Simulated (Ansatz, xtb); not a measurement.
Interaction energy of CH6Si ··· HF (SMILES C[SiH3] and F). Monomers: optimised at B3LYP-D3(BJ) (def2-TZVP), held rigid. Orientation: lowest of the rigid-body minima from ten starts at GFN2-xTB. Only R, the distance of the centres of mass, is varied, so the lowest point isn't the relaxed dimer.

RHF/aug-cc-pVDZ, counterpoise-corrected (Ansatz, an electronic-structure program); GFN1-xTB (xtb); CCSD(T)/aug-cc-pVDZ = Ansatz with CCSD(T) on RHF/aug-cc-pVDZ, frozen core, counterpoise-corrected.

Interaction energies in kJ/mol:

```json
[
 {"R / Å": "3.01", "RHF/aug-cc-pVDZ": "26.25", "GFN1-xTB": "-8.72"},
 {"R / Å": "3.18", "RHF/aug-cc-pVDZ": "15.08", "GFN1-xTB": "-8.51"},
 {"R / Å": "3.41", "RHF/aug-cc-pVDZ": "6.93", "GFN1-xTB": "-7.34"},
 {"R / Å": "3.64", "RHF/aug-cc-pVDZ": "2.98", "GFN1-xTB": "-5.89"},
 {"R / Å": "3.79", "RHF/aug-cc-pVDZ": "1.60", "GFN1-xTB": "-5.01"},
 {"R / Å": "4.12", "RHF/aug-cc-pVDZ": "0.18", "GFN1-xTB": "-3.46"},
 {"R / Å": "4.39", "RHF/aug-cc-pVDZ": "-0.20", "GFN1-xTB": "-2.57"},
 {"R / Å": "4.89", "RHF/aug-cc-pVDZ": "-0.34", "GFN1-xTB": "-1.57"},
 {"R / Å": "5.60", "RHF/aug-cc-pVDZ": "-0.28", "GFN1-xTB": "-0.85"},
 {"R / Å": "6.65", "RHF/aug-cc-pVDZ": "-0.17", "GFN1-xTB": "-0.40"},
 {"R / Å": "7.88", "RHF/aug-cc-pVDZ": "-0.10", "GFN1-xTB": "-0.20"}
]
```

Task: What does CCSD(T)/aug-cc-pVDZ give at the same points?

Result: 3.01: 14.77; 3.18: 6.20; 3.41: 0.65; 3.64: -1.45; 3.79: -1.93; 4.12: -1.97; 4.39: -1.66; 4.89: -1.07; 5.60: -0.57; 6.65: -0.26; 7.88: -0.13 (kJ/mol).
